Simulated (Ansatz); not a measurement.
Gas-phase electronic energies from Ansatz, PBE0-D4/def2-TZVP geometries. CBS: MP2 limit from def2 TZ/QZ plus the TZ coupled-cluster correction, frozen cores. This one scheme is used for every species. Elements past krypton have def2 core potentials. For Te outer-core shells are correlated without core-valence functions, which leaves a few kJ/mol of doubt a bond. One conformer a species, not always the lowest.

Consider the formal exchange of groups at a Te–B bond: `OB[TeH]` + `[SiH3]S` → `S[SiH2][TeH]` + `BO`.

```
         level  ΔE (kcal/mol)
MP2/def2-TZVPP           -2.5
 HF/def2-QZVPP           -2.9
```

Q: What does CCSD(T)/CBS give? (An estimate is asked.)

A: The calculation gave: -3.1 kcal/mol. The listed levels differ from it by 0.6, 0.2 kcal/mol.

Largest T1 diagnostic among the species: 0.014.

From BLYP to BHLYP (50 % exact exchange), in def2-TZVPP and without D4, ΔE moves by −1.0 kcal/mol. Leaving LDA and LC-ωPBE aside and taking each functional with its dispersion term where it has one, the values, not all of them listed here, spread over 2.4 kcal/mol, from BHLYP-D4 to B97M-V. LDA lies +0.7 kcal/mol from PBE without D4. At CCSD(T), def2-SVP lies +2.0 kcal/mol from the extrapolated value and def2-TZVPP +1.5 kcal/mol.
